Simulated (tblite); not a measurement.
H₉P₃Si₂.
Cartesian coordinates in Å at the GFN2-xTB level; atoms count from 1:
```xyz
14
H9P3Si2 angstrom
Si     2.6485   -0.2223    0.5621
P      0.9694    1.0009   -0.2918
P     -0.5298   -0.5607   -0.3323
Si    -2.1496    0.6388   -1.3485
P     -1.2297   -0.3160    1.6949
H      3.8478    0.5933    0.3656
H      2.3596   -0.4107    1.9898
H      2.7880   -1.5290   -0.0897
H      1.3165    0.7947   -1.6180
H     -3.3545   -0.1923   -1.2618
H     -2.3493    1.9343   -0.6945
H     -1.6954    0.7996   -2.7320
H     -2.2515   -1.2447    1.5211
H     -0.3708   -1.2864    2.2130
```

Computed values, GFN2-xTB/tblite, gas phase, harmonic and unscaled. The method is semi-empirical: single wavenumbers can be off by several per cent or more. Modes of hydrogen on phosphorus and silicon can be 10 to 20 % off. One conformer, not necessarily the lowest.

Harmonic wavenumbers (cm⁻¹): 29.5, 75.3, 81.0, 90.1, 108.9, 136.7, 148.3, 157.5, 429.2, 453.6, 469.9, 484.3, 490.9, 496.1, 524.8, 558.5, 672.0, 724.0, 725.4, 733.6, 737.9, 743.6, 755.4, 771.2, 773.9, 813.2, 1100.6, 2205.3, 2212.0, 2222.2, 2233.8, 2239.8, 2246.4, 2254.6, 2305.1, 2313.7.

A = 2208, B = 971.3, C = 756.2 MHz; mass 157.946 u (most abundant isotopes); point group C1, symmetry number 1.

Task: Zero-point energy?

Result: Half the sum of the wavenumbers: 16759 cm⁻¹ = 200.48 kJ/mol.

Task: Entropy at 350 K, 1 bar (ideal gas, RRHO, classical rotation)?

Result: Translation 175.32, rotation 126.15, vibration 178.69: S = 480.2 J/(mol K).

Task: And Cp and H(350 K) − H(0)?

Result: Cp = 189.34 J/(mol K), of which vibrations give 156.08 (their classical limit is 36 R = 299.3); H(350 K) − H(0) = 42.22 kJ/mol without the zero-point energy, 30.58 from vibrations.

Task: How do the functions run with temperature in this model?

Result: 
```tsv
T (K)	S (J/(mol K))	Cp (J/(mol K))	H − H(0) (kJ/mol)	G − H(0) (kJ/mol)	ln q(vib)
150	354.6	111.4	11.46	-41.73	4.59
250	422.1	155.7	24.86	-80.66	7.89
298.15	451.1	173.5	32.80	-101.69	9.40
400	506.3	201.9	52.01	-150.51	12.46
600	595.5	237.7	96.26	-261.05	17.91
900	698.8	271.3	173.04	-455.90	24.89
```

q(vib) and H(0) count from the zero-point level.

Task: Blend soft modes into free rotors: weight 1/[1 + (100 cm⁻¹/ν̃)⁴] for the oscillator and the rest for a rotor with moment μB/(μ + B), μ = h/(8π²ν), B = 10⁻⁴⁴ kg m². What vibrational entropy results?

Result: 160.34 J/(mol K) in place of 178.69, which changes −T·S at 350 K by +6.42 kJ/mol.

Hindered rotation and anharmonicity are outside this model. Other conformers, if any are populated, would add a mixing term that is left out. The structure is chiral; the term R ln 2 for an equal mix with its mirror image is left out.
